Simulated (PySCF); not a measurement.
Correlation energy of Zn²⁺ (zinc, charge +2)

[Ar] 3d10, closed-shell 1S. Computed with PySCF 2.14 in cc-pVDZ-DK, with scalar relativity by spin-free X2C-1e. Frozen: [Ar]; 10 electrons correlated.

Total MP2 correlation energy: -373.80 mhartree.

Same-spin part -142.19 and opposite-spin part -231.62 mhartree; SCS-MP2 scales them by 1/3 and 6/5 to -325.34 mhartree.

| level | correlation energy (mhartree) |
| --- | --- |
| CCSD | -337.73 |
| (T) | -3.68 |
| CCSD(T) | -341.41 |

Diagnostics: T1 = 0.0078, D1 = 0.0110, largest double amplitude 0.019.

**Question.** Is a single reference adequate?

**Answer.** Yes: T1 lies below 0.03 and no double amplitude reaches 0.07.
